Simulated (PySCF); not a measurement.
Species: C3H2F3O (doublet state).
SMILES with atom numbers: `[F:1][CH:2]([F:3])[C@@:4]1([F:5])[CH:6][O:7]1` (hydrogens: H8 on C2; H9 on C6)

Structure used (GFN2-xTB), in Å, numbered top down from 1:
```
atom  x, y, z in Å
F1     1.694    0.490   -0.984
C2     1.105    0.197    0.195
F3     1.506   -1.037    0.541
C4    -0.410    0.232    0.040
F5    -0.862    1.513   -0.009
C6    -1.197   -0.843   -0.505
O7    -1.186   -0.608    0.842
H8     1.456    0.919    0.949
H9    -2.092   -0.858   -1.094
```

The hyperfine couplings belong to this conformer and change with its torsions.

The calculation used PySCF, UKS B3LYP, pcH-1 on C F H O, non-relativistic, mean-field spin-orbit, GIAO. The structure is a single GFN2-xTB conformer in the gas phase; no vibrational or solvent corrections. A GFN2-xTB geometry isn't a minimum of the functional, and hyperfine couplings can be far from their values at a DFT geometry. No stability test was run, so a lower SCF solution isn't excluded.

Principal values of hyperfine tensors in MHz (contact and dipolar terms together), for some of the nuclei:

```tsv
atom	isotope	A1	A2	A3
H9	1H	35.21	58.82	100.20
O7	17O	-109.37	8.34	13.63
F5	19F	-58.98	-39.68	42.47
C4	13C	-8.89	-6.00	-1.31
F1	19F	-4.87	-3.08	0.43
H8	1H	-3.51	-3.44	1.41
F3	19F	-4.41	-1.93	9.64
C2	13C	-1.86	-1.56	0.87
```

(1) Split each tensor into its isotropic and traceless parts, and turn a_iso into mT with g = 2.0034.

(2) What spin density at the nucleus of H9 lies behind its contact coupling (g_N = 5.58569)?

(3) C6 (13C, g_N = 1.40482) isn't in the table. Its spin density at the nucleus is 0.3096 bohr⁻³. What is its contact coupling?

(4) Name the largest traceless tensor T of the table and describe it.

(5) What first-order splitting does F5 cause when the field lies along A1, A2 or A3 of its tensor (g taken as isotropic, no quadrupole term)?

Answers

(1) a_iso is a third of the trace, T = A − a_iso, and a(mT) = a(MHz)/(g × 13.996).

```tsv
atom	a_iso (MHz)	a_iso (mT)	T1	T2	T3
H9	64.74	2.309	-29.53	-5.92	35.46
O7	-29.13	-1.039	-80.23	37.47	42.77
F5	-18.73	-0.668	-40.25	-20.95	61.20
C4	-5.40	-0.192	-3.49	-0.60	4.09
F1	-2.51	-0.090	-2.36	-0.57	2.94
H8	-1.84	-0.066	-1.66	-1.59	3.26
F3	1.10	0.039	-5.51	-3.03	8.54
C2	-0.85	-0.030	-1.01	-0.71	1.72
```

(2) a_FC = 800.24 MHz bohr³ × g_N × ρ(0)/(2S). With a_FC = 64.74 MHz and 2S = 1, ρ(0) = 0.01448 bohr⁻³. In magnitude that is 4.6 % of the 1/π = 0.318 of a free hydrogen atom.

(3) By the same relation, a_FC = 348.1 MHz. Its full tensor has the principal values 277.37, 281.61, 485.29 MHz.

(4) O7: -80.2, 37.5, 42.8 MHz, nearly axial, close to the ratio +1:+1:−2.

(5) 2 lines (I = 1/2), spaced by |A_i|/(g × 13.996): 2.10, 1.41, 1.51 mT along the axes of A1, A2 and A3.
